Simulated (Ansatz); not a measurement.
This geometry of Cl2F2Zr + H3P (9 atoms, charge 0, multiplicity 1) is a first-order saddle point.

Method: RKS PBE0-D4/def2-SVP (Ansatz).

```xyz
9
Properties=species:S:1:pos:R:3
Zr 0.322 0.363 -0.050
F -0.691 0.746 1.837
Cl 2.117 0.255 -1.554
Cl -1.345 1.410 -1.297
F 0.103 -1.469 0.322
P 1.781 2.098 1.619
H 2.769 1.111 1.336
H 1.807 2.732 0.341
H 0.212 1.370 1.980
```

Which two structures does it join? (They come from a converged band through this point; their orientation in space is the band's.)

Bonds broken: P6–H9. Bonds formed: Zr1–P6, F2–H9. Cl2F2Zr + H3P becomes Cl2F2H3PZr.

Image 0:

```xyz
9
Properties=species:S:1:pos:R:3
Zr -0.049 -0.272 -0.139
F -0.251 -0.169 1.735
Cl 2.177 -0.679 -0.732
Cl -0.881 1.645 -1.189
F -1.074 -1.737 -0.722
P 2.076 2.881 1.665
H 2.735 1.839 0.943
H 1.133 3.129 0.620
H 1.210 1.978 2.353
```

Image 6:

```xyz
9
Properties=species:S:1:pos:R:3
Zr 0.369 0.309 -0.180
F -0.732 0.744 1.901
Cl 1.849 0.106 -1.968
Cl -1.518 1.318 -1.132
F 0.308 -1.443 0.521
P 1.747 2.015 1.315
H 2.912 1.225 1.528
H 2.278 2.906 0.345
H -0.138 1.436 2.203
```

How far does it lie above each of them?

35.1 kcal/mol above the first and 3.8 kcal/mol above the second. This is the barrier of this one path; another mechanism may lie lower. The orbitals stay closed-shell, which can raise the energy where a bond breaks towards radicals; this wasn't checked here.

Time of the run: 5.5 min on 4 threads of Arm Neoverse V2, with other jobs on the host, peak memory 0.38 GiB.
